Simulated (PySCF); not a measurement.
**Computed properties of H3S, SMILES [SH3+], charge +1**

H3S, SMILES [SH3+], charge +1. Coordinates come from a B3LYP-D3(BJ)/def2-TZVPD optimisation. The isomer is the one that the SMILES or the coordinates give; other isomers of the formula were not compared. Other conformers were not sampled. All values are computed for the isolated molecule unless a solvent is named; none is compared with measurement here.

**Structure.** The optimised structure has C3v symmetry. All 6 harmonic modes at B3LYP-D3(BJ)/def2-TZVPD (PySCF) are real, so it is a minimum.

**Vibrations.** The strongest infrared lines (harmonic, unscaled, degenerate partners summed) lie at 2595 cm⁻¹ (176 km/mol, H 97 %), 2591 cm⁻¹ (48 km/mol, H 98 %), 1064 cm⁻¹ (11 km/mol, H 94 %). The softest mode is at 1064 cm⁻¹ and the zero-point energy is 16.1 kcal/mol.

**Electronic structure.** B3LYP/def2-TZVPD (PySCF) places the frontier levels at -17.94 and -7.44 eV, a gap of 10.50 eV and a mean polarisability of 17.8 bohr³. PBE/def2-TZVPD (PySCF) at the same geometry gives -16.82 and -8.24 eV, so its gap is 1.92 eV narrower. An orbital gap is neither the optical nor the fundamental gap.

**Excitations.** TDA-B3LYP/def2-TZVPD (PySCF) has S1 at 9.49 eV (131 nm, f = 0.103, bright); the most intense of the 10 singlets computed lies at 13.27 eV (f = 0.16). Strengths of degenerate partners are summed. T1 (TDA) is at 7.77 eV, 1.72 eV under S1. TDA-PBE/def2-TZVPD (PySCF) puts S1 at 9.40 eV. No vertical singlet excitation falls in the visible range (under 3.1 eV).

**NMR.** GIAO shifts at PBE0/pcSseg-2 (PySCF) (non-relativistic, atoms alike by connectivity averaged): ¹H at 6.0 ppm against TMS.
